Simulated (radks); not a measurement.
Results of a calculation; reference values are marked as such.
Q: These are the eigenvalues of the occupied orbitals of an atom or ion with whole-number occupations (hartree). Code: a radial shooting solver on a logarithmic mesh with Libxc functionals. Model: non-relativistic Kohn-Sham, TPSS, spin-polarised, spherical densities, point nucleus; meta-GGA in the generalised Kohn-Sham scheme.

1s: -751.5755
2s: -108.8225
2p: -100.7036
3s: -22.17172
3p: -19.01214
3d: -13.25069
4s: -6.19388
4p: -5.20984

Which element is it, and in what charge state? The configuration may be excited. Open shells, if any, are filled with parallel spins first.

A: Z = 43, technetium, charge +7: Tc7+ in [Kr]. The list shows which subshells hold electrons but not how many an open one holds; the 1s level, -751.58 hartree, gives Z - s = 38.8 by -(Z - s)^2/2, which with screening narrows Z to a few neighbours, and the depths of the outer levels then fix element, charge and occupations together.
